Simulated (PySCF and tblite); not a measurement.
Results of a calculation; reference values are marked as such.
C₈H₁₀O₂, numbered as in [CH3:1][CH:2]([CH3:3])[c:4]1[cH:5][c:6]([CH:7]=[O:8])[cH:9][o:10]1.

Conformers came from 90 starts (ETKDG, MMFF94s, GFN2-xTB); geometries are GFN2-xTB. Weights use PBE0-D3(BJ)/def2-SVP energies plus GFN2-xTB zero-point and thermal terms (modes under about 100 cm⁻¹ blended into free rotors). Symmetry numbers and mirror images are counted. Conformers within 2.5 kcal/mol (GFN2-xTB free energy) were kept, 4 at most. Programs: PySCF with density fitting and tblite.

Rotational constants are equilibrium values for the commonest isotopes; dipoles come from the energy level named.

Torsions listed: C1–C2–C4–O10, C5–C6–C7–O8.

```
conformer       shape  symmetry  weight %
        1    -61°, 0°        Cs      66.9
        2    118°, 0°        Cs      16.2
        3  -61°, 180°        Cs      13.6
        4  119°, 180°        Cs       3.3
```

Sets of constants, in random order:

```json
{"set": "P", "A (MHz)": "3502", "B (MHz)": "680", "C (MHz)": "648", "abs μa (D)": "3.71", "abs μb (D)": "0.60", "abs μc (D)": "0.00"}
{"set": "Q", "A (MHz)": "2709", "B (MHz)": "757", "C (MHz)": "677", "abs μa (D)": "2.53", "abs μb (D)": "2.04", "abs μc (D)": "0.00"}
{"set": "R", "A (MHz)": "3419", "B (MHz)": "696", "C (MHz)": "660", "abs μa (D)": "2.89", "abs μb (D)": "1.62", "abs μc (D)": "0.00"}
{"set": "S", "A (MHz)": "4024", "B (MHz)": "660", "C (MHz)": "645", "abs μa (D)": "3.51", "abs μb (D)": "1.18", "abs μc (D)": "0.00"}
```

Match each set to its conformer.

P is conformer 4, Q is conformer 2, R is conformer 1, S is conformer 3.


Conformer gaps in def2-SVP on xTB geometries can be 2 kcal/mol too large for S=O, P=O and other polar bonds.